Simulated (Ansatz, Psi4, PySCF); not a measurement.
CH4S, charge +1, doublet, at a GFN2-xTB geometry (a state made from the parent by changing its charge; the spin is typed, not shown lowest). Base run: CCSD(T)/6-31G* in PySCF.

PySCF was given this input:
```python
from pyscf import gto, scf, cc

mol = gto.M(
    atom='''
C    -0.073882    1.119810    0.010353
S    -0.041344   -0.650098   -0.006703
H     1.309198   -0.804870    0.002888
H    -1.108580    1.459369    0.005168
H     0.444890    1.505535    0.894568
H     0.459297    1.522683   -0.857495
''',
    basis='6-31g*',
    charge=1,
    spin=1,
    verbose=4,
)

mf = scf.UHF(mol)
mf.kernel()

mycc = cc.CCSD(mf)
mycc.kernel()
et = mycc.ccsd_t()
print('E(CCSD(T)) = %.10f' % (mycc.e_tot + et))
```

The same geometry, method and basis name were run in Ansatz (an electronic-structure program) and Psi4 and PySCF, at each program's defaults and at the settings that a row names. The base is PySCF at its defaults. Differences at the defaults can come from grids, fitting, cores and function types together.

| code and settings | ΔE vs base (mEh) | basis functions | E (Eh) | SCF cycles |
|---|---|---|---|---|
| PySCF, defaults (exact integrals, spherical functions, all electrons correlated) | 0.000 | 40 | -437.66874 | 12 |
| Psi4, defaults (exact integrals, Cartesian functions, all electrons correlated) | -10.529 | 42 | -437.67927 | 15 |
| Ansatz, defaults (factorised integrals, Cartesian functions, frozen core) | 4.148 | 42 | -437.66460 | - |
| PySCF, frozen core | 8.159 | 40 | -437.66059 | 12 |
| Psi4, exact integrals, spherical functions, frozen core | 8.159 | 40 | -437.66059 | 15 |
| Ansatz, high accuracy, frozen core, Cartesian functions as the basis file defines them | 4.145 | 42 | -437.66460 | - |

Open shells are given as the SCF converged; they aren't shown to be the lowest states, and a large step between rows can be another state.
